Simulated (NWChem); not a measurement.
System: hydronium (H3O cation); SMILES [OH3+]

```xyz
4

O      0.0000     0.0000     0.0788
H      0.6693     0.6693    -0.2074
H      0.2450    -0.9143    -0.2074
H     -0.9143     0.2450    -0.2074
```
Atoms are numbered in this order, from 1.

Level: B3LYP/6-31G* (spherical d) (NWChem), optimised geometry, unscaled harmonic frequencies. 

Problem. List the harmonic frequencies with IR intensities, and the thermochemistry.

Solution. 
```
frequency (cm⁻¹)  IR intensity (km/mol)
----------------  ---------------------
899                               528.7
1710                              118.3
1710                              118.3
3505                               51.6
3597                              496.2
3597                              496.2
```

The zero-point energy is 21.5 kcal/mol. The thermal correction to the enthalpy at 298.15 K (with zero-point energy) is 23.9 kcal/mol and the heat capacity Cv comes out as 6.5 cal/(mol K). The entropy at 298.15 K and 1 atm (symmetry number 3) is 46.2 cal/(mol K).

Rigid rotor and harmonic oscillator.
